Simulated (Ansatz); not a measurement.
Ansatz results at the PBE0-D4/def2-TZVP geometry: zero-point energy (PBE0-D4/def2-TZVP) 118.9 kJ/mol; size of the dipole moment (B3LYP/def2-TZVPP) 1.96 D; size of the dipole moment (ωB97M-V/def2-TZVPP) 1.88 D.

Each molecule was computed in one conformer, which needn't be the lowest.

Question: Which molecule gave them?
A. `[NH][Si](N)(F)F`•
B. `F[C](F)I`•
C. `C[Se][SiH2]`•
D. `C[SiH2][Se]`•

Answer: A. The others give `F[C](F)I`•: 24.8, 0.58, 0.60; `C[Se][SiH2]`•: 140.2, 1.42, 1.41; `C[SiH2][Se]`•: 140.7, 1.61, 1.60.

B3LYP here is the variant with VWN-RPA as its local correlation; programs differ in this.
